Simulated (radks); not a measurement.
The numbers below are computed, except where a source is named.
Problem. Ionisation of the silicon ion Si10+, [He] 2s2, to [He] 2s1 as the strength of local exchange is varied. Code: a radial shooting solver on a logarithmic mesh with Libxc functionals. Model: scalar-relativistic Kohn-Sham, Slater X-alpha exchange (alpha = 2/3 is LDA exchange), no correlation, spin-polarised, spherical densities, point nucleus.

alpha  E(Si10+) (hartree)  exchange (hartree)  IE (eV)  -e of the level emptied (eV)  <r> of it (bohr)
0.579          -221.79745            -8.23532   465.80                   446.19 (2s)            0.4827
0.633          -222.56648            -9.02112   468.14                   449.00 (2s)            0.4814
0.667          -223.05147            -9.51744   469.63                   450.78 (2s)            0.4806
0.838          -225.49976           -12.03184   477.11                   459.76 (2s)            0.4765
?              -224.23792           -10.73409   473.25                   455.13 (2s)            0.4786

Which alpha was used in the last row?

Solution. alpha = 0.75. NIST Atomic Spectra Database: 476.27 eV (semi-empirical). The Delta-SCF value meets it near alpha = 0.82.
